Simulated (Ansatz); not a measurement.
C3H5N, SMILES `C1=CNC1` (charge 0, multiplicity 1).

Method: Ansatz (a quantum-chemistry and plane-wave program) with frozen-core CCSD(T)/cc-pVDZ // B3LYP-D3(BJ)/def2-TZVP.

Ansatz 0.2 input:
```yaml
crystal:
  periodic: [false, false, false]
  atoms:
    - { symbol: C, position_ang: [-0.259373, 0.084536, -0.982712] }
    - { symbol: C, position_ang: [-1.088627, -0.049227, 0.061712] }
    - { symbol: N, position_ang: [-0.105042, 0.090896, 1.083574] }
    - { symbol: C, position_ang: [0.913493, 0.139584, -0.026522] }
    - { symbol: H, position_ang: [-0.375509, 0.241054, -2.041555] }
    - { symbol: H, position_ang: [-2.153986, -0.155572, 0.215466] }
    - { symbol: H, position_ang: [-0.0093, -0.680686, 1.737388] }
    - { symbol: H, position_ang: [1.50294, 1.057658, -0.010198] }
    - { symbol: H, position_ang: [1.575405, -0.728244, -0.037152] }
basis:
  gaussian: { orbitals: cc-pVDZ }
correlation:
  method: ccsd_t
```

Output:

```
Functional definition: HF
746 factors; integrals over basis functions are off by at most 1.4e-3 eV
mean field evaluation 1: about -4648.1258 eV, gradient 2.7e1 eV
mean field evaluation 2: about -4648.1281 eV, gradient 2.7e1 eV
mean field evaluation 4: about -4650.2432 eV, gradient 3.4e0 eV
mean field evaluation 8: about -4650.2790 eV, gradient 4.5e-4 eV
mean field evaluation 16: about -4650.2772 eV, gradient 2.5e-1 eV
mean field -4650.27895824 eV, -170.8945996431 hartree, gradient 2.8e-6 eV, S^2 0.000000; 0 other end points of the search recorded, 0 dependent functions left out
4 core orbitals not correlated
reference -4650.27895824 eV, -170.8945996431 hartree; 11, 11 occupied and 66, 66 virtual orbitals, 746 factors
second order -15.48602798 eV of doubles, -0.00000000 eV of singles
cycle   1  -15.93811807 eV  change   -4.5e-1 eV  update   8.8e-2
cycle   2  -16.36656250 eV  change   -4.3e-1 eV  update   2.8e-2
cycle   3  -16.46685131 eV  change   -1.0e-1 eV  update   1.4e-2
cycle   4  -16.46422180 eV  change    2.6e-3 eV  update   3.9e-3
cycle   5  -16.46540243 eV  change   -1.2e-3 eV  update   1.8e-3
cycle   6  -16.46548078 eV  change   -7.8e-5 eV  update   5.7e-4
cycle   7  -16.46511653 eV  change    3.6e-4 eV  update   2.5e-4
cycle   8  -16.46508255 eV  change    3.4e-5 eV  update   1.1e-4
cycle   9  -16.46509202 eV  change   -9.5e-6 eV  update   3.1e-5
cycle  10  -16.46508030 eV  change    1.2e-5 eV  update   1.1e-5
perturbative correction -0.59850813 eV, -0.0219947681 hartree
Total energy: -4667.34254667 eV, -171.5216749517 hartree
```
